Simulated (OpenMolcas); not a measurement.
# 3d6 along the 24-electron sequence

- Program: OpenMolcas
- Method: MS-RASPT2, IPEA 0.25 Eh, imaginary shift 0.1 Eh
- Basis: ANO-RCC-VQZP
- Scalar Hamiltonian: DKH2, point nucleus
- Spin-orbit coupling: state interaction with AMFI integrals over the reference wave functions, term energies averaged over their components

Active space for each ion: 12 electrons in 8 orbitals (RAS1 3p, at most 2 holes; RAS2 3d); closed shells correlated by CASPT2: 3s.

Computed levels in cm-1 above 5D4:

| Level | Co3+ | Ni4+ | Cu5+ |
| --- | --- | --- | --- |
| 5D3 | 622 | 856 | 1135 |
| 5D2 | 1053 | 1438 | 1893 |
| 5D1 | 1328 | 1809 | 2380 |
| 5D0 | 1463 | 1990 | 2610 |
| 3P2(1) | 23320 | 26480 | 29770 |
| 3H6 | 23700 | 26990 | 30470 |
| 3H5 | 24010 | 27390 | 30970 |
| 3H4 | 24220 | 27640 | 31230 |
| 3P1(1) | 25140 | 28990 | 33080 |
| weight of 5D in the lowest level (%) | 100 | 100 | 100 |

Measured, with the error of the calculation in %. Measured levels: Co3+ from Sugar and Corliss, J. Phys. Chem. Ref. Data 10, 1097 (1981); Ni4+ from Corliss and Sugar, J. Phys. Chem. Ref. Data 10, 197 (1981); Cu5+ from Sugar and Musgrove, J. Phys. Chem. Ref. Data 19, 527 (1990).

| Level | Co3+ | Ni4+ | Cu5+ |
| --- | --- | --- | --- |
| 5D3 | 639 (-2.7) | 890 (-3.8) | 1196 (-5.1) |
| 5D2 | 1078 (-2.3) | 1490 (-3.5) | 1987 (-4.7) |
| 5D1 |  | 1872 (-3.4) | 2490 (-4.6) |
| 5D0 | 1494 (-2.0) | 2058 (-3.3) | 2733 (-4.5) |
| 3P2(1) | 22883 (+1.9) | 26153 (+1.3) | 29285 (+1.6) |
| 3H6 | 23680 (+0.1) | 27111 (-0.4) | 30418 (+0.2) |
| 3H5 | 24032 (-0.1) | 27578 (-0.7) | 31009 (-0.1) |
| 3H4 | 24272 (-0.2) | 27859 (-0.8) | 31288 (-0.2) |
| 3P1(1) | 24729 (+1.7) | 28698 (+1.0) | 32685 (+1.2) |

The fine-structure level 5D0 changes by a factor of 1.78 from Co3+ to Cu5+. Its fourth root runs 6.18, 6.68, 7.15, with steps per unit of Z of 0.49, 0.47; equal steps would mean a (Z - σ)^4 law with constant σ.

3P2(1) changes by a factor of 1.28 over the same range, with steps per unit of Z of +3160, +3290 cm-1.

Term energies are means over components that CASPT2 splits; among the terms shown or strongly mixed into the levels shown the widest spread is 380 cm-1 (3d6 3H, Co3+). Active for correlation alone: 3p; no level in the range computed is led by a configuration that opens it, so any true level of that kind is missing. The CASPT2 spread within a term exceeds the gap to the next term for 3d6 3H and 3d6 3P(1), so the order of their levels is uncertain. Measured partners are found by configuration, term and J. A level has none where our copy of the source lacks it or the pairing is in doubt (some pairs that miss far off the trend of their configuration count as doubtful), and it then counts in no deviation. Only configurations of the active space appear.

A number in round brackets counts repeated terms of one configuration in the order of the reference energies.
